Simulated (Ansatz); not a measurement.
# Ligand exchange: SiH2(CH3)(OH) + CH2F2O → SiH(CH3)(OH)2 + CH2F2

Gas-phase species: SiH2(CH3)(OH), singlet; CH2F2O `OC(F)F`, singlet; SiH(CH3)(OH)2, singlet; CH2F2 `FCF`, singlet. The partners trade H for OH: Si–H and C–OH bonds give way to Si–OH and C–H.

Shapes, held fixed at every level: PBE0-D4/def2-TZVP. Flexible molecules stand in one conformer, not always the lowest. Programs: Ansatz 0.2.0. The zero-point and thermal change to 298 K, harmonic and unscaled (PBE0-D4/def2-TZVP), is +6.3 kJ/mol.

(1) Estimate ΔH(298 K) of this reaction.

Answers

(1) The highest level, CCSD(T)/CBS estimate, gives ΔH(298 K) = -128.3 kJ/mol; the levels span -129.7 to -112.6. The column of differences is taken from that level and isn't an error. No measured value is set beside it here. The CBS estimate extrapolates MP2 from def2-TZVPP and def2-QZVPP and adds CCSD(T) − MP2 in the triple-zeta set, cores frozen.

| level | kind | ΔH(298 K) (kJ/mol) | less CCSD(T)/CBS estimate |
| --- | --- | --- | --- |
| PBE-D4/def2-TZVPP | GGA | -112.6 | +15.7 |
| B3LYP-D4/def2-TZVPP | global hybrid | -123.9 | +4.4 |
| BHLYP-D4/def2-TZVPP | global hybrid | -126.4 | +1.9 |
| r2SCAN0-D4/def2-TZVPP | global hybrid | -120.2 | +8.1 |
| MP2/def2-TZVPP | perturbation theory | -129.7 | -1.4 |
| CCSD(T)/def2-TZVPP | coupled cluster or CI | -123.3 | +5.0 |
| CCSD/def2-TZVPP | coupled cluster or CI | -124.6 | +3.7 |
| CCSD(T)/CBS estimate | coupled cluster or CI | -128.3 | 0.0 |
